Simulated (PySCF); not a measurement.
Correlation energy of Ru (ruthenium, neutral)

[Kr] 4d6 5s1 6s1, high-spin 7D determinant (an excited configuration). All numbers are calculated (PySCF 2.14, the spin-free X2C one-electron Hamiltonian (Gaussian nucleus), in aug-cc-pVTZ-DK (9s8p6d3f2g, 102 functions)). Frozen: [Kr]; 8 electrons correlated.

| level | correlation energy (mhartree) |
| --- | --- |
| CCSD | -143.71 |
| (T) | -4.33 |
| CCSD(T) | -148.04 |

Diagnostics: T1 = 0.015, D1 = 0.0590, largest double amplitude 0.044.

The outer electron is Rydberg-like, and this basis confines it to a smaller radius and binds it less than a complete one would.

Cost of the coupled-cluster step: of the order of 80 core-seconds, for 8 correlated electrons.

Iterations:

```
CC2 = 0
CCSD nocc = (np.int64(7), np.int64(1)), nmo = (84, 84)
frozen orbitals [[0, 1, 2, 3, 4, 5, 6, 7, 8, 9, 10, 11, 12, 13, 14, 15, 16, 17], [0, 1, 2, 3, 4, 5, 6, 7, 8, 9, 10, 11, 12, 13, 14, 15, 16, 17]]
max_cycle = 100
direct = 0
conv_tol = 1e-08
conv_tol_normt = 1e-06
diis_space = 8
diis_start_cycle = 0
Init t2, MP2 energy = -0.137424328928773
Init E_corr(UCCSD) = -0.137424328929187
cycle = 1  E_corr(UCCSD) = -0.141906677777654  dE = -0.00448234885  norm(t1,t2) = 0.0389591
cycle = 2  E_corr(UCCSD) = -0.142984581683364  dE = -0.00107790391  norm(t1,t2) = 0.0185232
cycle = 3  E_corr(UCCSD) = -0.143780024823962  dE = -0.000795443141  norm(t1,t2) = 0.0104723
cycle = 4  E_corr(UCCSD) = -0.143710860514528  dE = 6.91643094e-05  norm(t1,t2) = 0.00162857
cycle = 5  E_corr(UCCSD) = -0.14370323665955  dE = 7.62385498e-06  norm(t1,t2) = 0.00064649
cycle = 6  E_corr(UCCSD) = -0.143710587346193  dE = -7.35068664e-06  norm(t1,t2) = 0.000401006
cycle = 7  E_corr(UCCSD) = -0.143710187849146  dE = 3.99497047e-07  norm(t1,t2) = 0.000306476
cycle = 8  E_corr(UCCSD) = -0.143709206140758  dE = 9.81708388e-07  norm(t1,t2) = 0.000600764
cycle = 9  E_corr(UCCSD) = -0.143709769390462  dE = -5.63249704e-07  norm(t1,t2) = 0.000108885
cycle = 10  E_corr(UCCSD) = -0.143709831197675  dE = -6.18072131e-08  norm(t1,t2) = 6.03146e-05
cycle = 11  E_corr(UCCSD) = -0.143710193208216  dE = -3.62010541e-07  norm(t1,t2) = 9.7006e-05
cycle = 12  E_corr(UCCSD) = -0.143710659658168  dE = -4.66449952e-07  norm(t1,t2) = 6.30044e-05
cycle = 13  E_corr(UCCSD) = -0.143710059702927  dE = 5.99955241e-07  norm(t1,t2) = 1.98443e-05
cycle = 14  E_corr(UCCSD) = -0.143709874641826  dE = 1.85061101e-07  norm(t1,t2) = 5.72465e-06
cycle = 15  E_corr(UCCSD) = -0.143709851164097  dE = 2.34777285e-08  norm(t1,t2) = 2.74365e-06
cycle = 16  E_corr(UCCSD) = -0.143709877804874  dE = -2.66407766e-08  norm(t1,t2) = 1.76109e-06
cycle = 17  E_corr(UCCSD) = -0.143709881549832  dE = -3.74495857e-09  norm(t1,t2) = 4.10618e-06
cycle = 18  E_corr(UCCSD) = -0.143709908705674  dE = -2.71558415e-08  norm(t1,t2) = 1.23379e-06
cycle = 19  E_corr(UCCSD) = -0.143709908523242  dE = 1.82431348e-10  norm(t1,t2) = 5.55587e-07
UCCSD converged
E(UCCSD) = -4527.840192577133  E_corr = -0.1437099085232424
UCCSD(T) correction = -0.00432759242443303
```
